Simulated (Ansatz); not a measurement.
Isomers of Au$_{4}$⁻ (doublet), relaxed with PBE0-D4/def2-SVPD; total energies from Ansatz at B2PLYP/def2-TZVPD.

| isomer | description | energy (Eh) |
| --- | --- | --- |
| A | point group not assigned; 3 × Au–Au 2.61 to 2.65 Å | -542.34170 |
| B | point group D2h; 5 × Au–Au 2.72 to 2.81 Å | -542.33955 |

In the def2 sets Au takes a core potential; there is no spin–orbit coupling. Correlated methods freeze no core orbitals; core or outer-core shells of Au are correlated, in sets that lack core-valence functions.

The isomers come from a short search, and lower ones may exist.

Q: Work out the relative energies (1 Eh = 2625.5 kJ/mol) and the Boltzmann populations at 1200 K from electronic energies alone (R = 8.314 J/mol/K).

A: ΔE: A 0.0, B 5.6 kJ/mol. RT = 9.98 kJ/mol. Factors exp(−ΔE/RT): A 1, B 0.571; sum 1.571. Populations: A 63.7 %, B 36.3 %. Zero-point energy, vibrational entropy and symmetry numbers are left out and can shift these; an error of 4 kJ/mol changes a ratio by a factor of 1.5. Over the other density-functional and correlated levels in def2 sets, the gap between A and B ranges from 2 to 10 kJ/mol.
